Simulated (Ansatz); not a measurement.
`CN[BH][AlH2]` + CH₃SH → `C[S][AlH2]` + `BNC` at 298.15 K and 1 bar (cleavage of the Al–B bond).

Program: Ansatz. Geometries: PBE0-D4/def2-TZVP. ΔE: electronic, gas phase. CCSD(T)/CBS is the MP2 limit (def2-TZVPP, def2-QZVPP) plus CCSD(T) − MP2 in def2-TZVPP, frozen cores. This one scheme is used for every species. One conformer a species, not always the lowest.

```
       species  CCSD(T)/CBS energy (Eh)  H − E (kJ/mol)  S (J/(mol·K))
`CN[BH][AlH2]`               -363.77062           234.0          331.9
         CH₃SH               -438.22835           133.0          253.2
  `C[S][AlH2]`               -680.87163           155.2          309.9
         `BNC`               -121.18426           215.2          268.0
```

H − E and S are ideal-gas, rigid-rotor, harmonic terms from PBE0-D4/def2-TZVP, for one conformer and one mirror image of each species. 1 Eh = 2625.50 kJ/mol, R = 8.31446 J/(mol·K).

By hand: ΔE, ΔH, ΔS and ΔG.

ΔE = (-680.87163) + (-121.18426) − (-363.77062) − (-438.22835) = -0.05692 Eh = -149.4 kJ/mol. Δ(H − E) = 155.2 + 215.2 − 234.0 − 133.0 = 3.4, so ΔH = -146.0 kJ/mol. ΔS = 309.9 + 268.0 − 331.9 − 253.2 = -7.2 J/(mol·K). ΔG = -146.0 − 298.15 × (-7.2)/1000 = -143.9 kJ/mol.

By hand: the equilibrium constant, and the temperature at which ΔG would vanish if ΔH and ΔS stayed fixed.

log₁₀ K = −ΔG/(RT ln 10) = 25.2. ΔG = 0 at ΔH/ΔS = 20278 K, far beyond where these terms or the molecules hold.

The number of gas molecules stays the same, so ΔS is small and ΔH decides. A doubt of 5 kJ/mol in ΔE shifts log₁₀ K by 0.9 here. Other conformers and mirror images would add mixing entropy, several J/(mol·K) or more a flexible species. These are equilibria of isolated gas molecules and say nothing of rates. Largest T1 diagnostic: 0.014 (customary marks: 0.02 for closed shells, 0.045 for open ones).
